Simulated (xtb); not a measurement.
Ge(H)3(NH2) (GeH5N), SMILES [GeH3][NH2]. All values are semi-empirical tight-binding results from xtb (GFN2-xTB unless named), good for trends rather than for accurate numbers. Geometry: GFN2-xTB.

For metal compounds this method's bond lengths and energies can be far off.

```
Property                                       Value
-------------------------------------  -------------
point group as xtb finds it                       Cs
orbital gap                                  7.58 eV
zero-point energy                      28.9 kcal/mol
G − E(el) at 298.15 K (modified RRHO)  12.7 kcal/mol
```
